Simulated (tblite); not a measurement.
Species: C4H5GeN3S.
Atom-mapped SMILES: `[N:1]#[C:2][Ge@H:3]([NH2:4])[c:5]1[cH:6][cH:7][n:8][s:9]1` (hydrogens: H10 on Ge3; H11, H12 on N4; H13 on C6; H14 on C7)

Computed with GFN2-xTB (tblite), gas phase: L-BFGS steps from a force-field or distance-geometry start until the largest atomic force falls under 0.01 eV/Å.

The end geometry, which sets the zero of energy:
```
atom  x, y, z in Å
N1     -2.1020    2.4705   -1.2646
C2     -1.8101    1.4082   -0.9542
Ge3    -1.3178   -0.3832   -0.3941
N4     -2.1277   -0.9655    1.1030
C5      0.5842   -0.3135   -0.0509
C6      1.5146    0.6174   -0.4375
C7      2.7916    0.2525    0.0240
N8      2.8528   -0.8599    0.7071
S9      1.3867   -1.5474    0.8419
H10    -1.7315   -1.3118   -1.5012
H11    -3.1168   -1.1656    1.0714
H12    -1.9109   -0.5114    1.9794
H13     1.2875    1.5008   -1.0078
H14     3.6989    0.8084   -0.1388
```

Task: These geometries come from the run, each turned onto the end geometry. Order them by energy, lowest first.
A.
```
atom  x, y, z in Å
N1     -2.0159    2.3676   -1.4627
C2     -1.7641    1.3154   -1.0896
Ge3    -1.3268   -0.4429   -0.4028
N4     -2.1114   -0.8675    1.1611
C5      0.5787   -0.3595   -0.0996
C6      1.4573    0.6823   -0.2754
C7      2.7604    0.2756    0.0640
N8      2.8865   -0.9653    0.4641
S9      1.4528   -1.7323    0.4656
H10    -1.7750   -1.4687   -1.4055
H11    -3.1057   -1.0412    1.1780
H12    -1.8575   -0.3262    1.9758
H13     1.1804    1.6662   -0.6184
H14     3.6400    0.8961    0.0231
```
B.
```
atom  x, y, z in Å
N1     -2.0172    2.4254   -1.3769
C2     -1.7618    1.3685   -1.0202
Ge3    -1.3221   -0.4145   -0.3928
N4     -2.1248   -0.9157    1.1377
C5      0.5856   -0.3624   -0.0799
C6      1.4765    0.6424   -0.3609
C7      2.7713    0.2752    0.0450
N8      2.8816   -0.9071    0.5908
S9      1.4428   -1.6608    0.6557
H10    -1.7815   -1.3723   -1.4541
H11    -3.1137   -1.1167    1.1235
H12    -1.8991   -0.4214    1.9901
H13     1.2080    1.5762   -0.8232
H14     3.6538    0.8829   -0.0570
```
C.
```
atom  x, y, z in Å
N1     -2.1387    2.1093   -1.8365
C2     -1.8353    1.1142   -1.3587
Ge3    -1.3302   -0.5207   -0.4441
N4     -2.0589   -0.6240    1.1981
C5      0.5956   -0.4520   -0.2357
C6      1.3608    0.6418    0.0861
C7      2.7121    0.2775    0.2056
N8      2.9774   -0.9845   -0.0078
S9      1.6298   -1.8191   -0.3625
H10    -1.8503   -1.6766   -1.2459
H11    -3.0321   -0.3878    1.3188
H12    -1.5307   -0.2658    1.9793
H13     0.9823    1.6408    0.2211
H14     3.5177    0.9464    0.4598
```
D.
```
atom  x, y, z in Å
N1     -2.1482    2.1150   -1.8358
C2     -1.8235    1.0805   -1.3056
Ge3    -1.3096   -0.5371   -0.4457
N4     -2.0479   -0.6358    1.2187
C5      0.5706   -0.4805   -0.2028
C6      1.3322    0.6056    0.1005
C7      2.6978    0.2737    0.2032
N8      2.9627   -0.9843   -0.0058
S9      1.6356   -1.8787   -0.3475
H10    -1.7890   -1.6614   -1.3292
H11    -2.9799   -0.2465    1.2946
H12    -1.4637   -0.2472    1.9431
H13     0.9196    1.5695    0.2468
H14     3.4427    1.0267    0.4433
```
E.
```
atom  x, y, z in Å
N1     -2.2071    2.1464   -1.7841
C2     -1.8637    1.1697   -1.2962
Ge3    -1.3189   -0.4667   -0.4090
N4     -2.0489   -0.6635    1.2281
C5      0.6044   -0.3931   -0.1973
C6      1.4302    0.6772    0.0330
C7      2.7629    0.2476    0.1602
N8      2.9602   -1.0380    0.0346
S9      1.5637   -1.8209   -0.2396
H10    -1.7886   -1.6169   -1.2515
H11    -3.0472   -0.7993    1.2942
H12    -1.7570   -0.0260    1.9558
H13     1.0989    1.6988    0.1021
H14     3.6106    0.8842    0.3473
```

Result: B (0.002 eV), A (0.008 eV), E (0.029 eV), C (0.052 eV), D (0.375 eV).

In the order of the answer:

```
step  E above end (eV)  largest force (eV/Å)  rms force component (eV/Å)  rms distance from end (Å)  rms bond change (Å)  bond most changed (Å)
 109             0.002                  0.03                       0.009                      0.119                0.001         Ge3–H10 -0.001
  92             0.008                  0.15                       0.048                      0.227                0.002           C7–N8 +0.003
  64             0.029                  0.02                       0.008                      0.591                0.001          Ge3–N4 +0.004
  22             0.052                  0.10                       0.032                      0.682                0.002          Ge3–C5 +0.004
   2             0.375                  6.80                       1.479                      0.701                0.026           N1≡C2 +0.062
```

The cost below is that of the whole relaxation. Hardware: one thread of an Arm Neoverse N1, on a shared host. Cost: 1.7 s.
